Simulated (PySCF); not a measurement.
Excitations are Tamm–Dancoff values on a coarser integration grid. The basis has no diffuse functions, so Rydberg states are missing or too high.

Cartesian coordinates (Å):
```xyz
22

B     -1.6403     1.4419     1.1246
C     -0.3482     0.8691     0.4805
C     -0.2829     0.5338    -1.0210
C     -1.1355    -0.7430    -1.0706
C     -0.7843    -1.4500     0.2660
C      0.2209    -0.4898     0.9240
C      1.5352    -0.5800     0.1272
S      2.9942     0.0838     0.9944
C      1.1896     0.1415    -1.2035
H     -2.3870     2.1537     0.4889
H     -1.8722     1.2619     2.3000
H      0.3552     1.6998     0.7417
H     -0.6208     1.3243    -1.7060
H     -0.9063    -1.3573    -1.9546
H     -2.2070    -0.4931    -1.1217
H     -1.6736    -1.5655     0.9056
H     -0.3610    -2.4561     0.1233
H      0.3552    -0.6415     2.0030
H      1.8156    -1.6322    -0.0361
H      2.5764     1.3678     1.0489
H      1.8228     1.0321    -1.3326
H      1.3541    -0.5011    -2.0819
```
Charge 0, multiplicity 1.

Problem. Estimate the dipole moment, HOMO, HOMO–LUMO gap, total energy and S1 excitation (TDA) that PySCF with PBE0-D3(BJ)/def2-TZVP // PBE0-D3(BJ)/def2-SVP returns for this input.

Solution. 
```json
{
  "dipole_moment": "1.55 D",
  "HOMO": "-6.69 eV",
  "HOMO–LUMO gap": "5.24 eV",
  "total_energy": "-697.2104 Ha",
  "S1 excitation (TDA)": "4.41 eV"
}
```
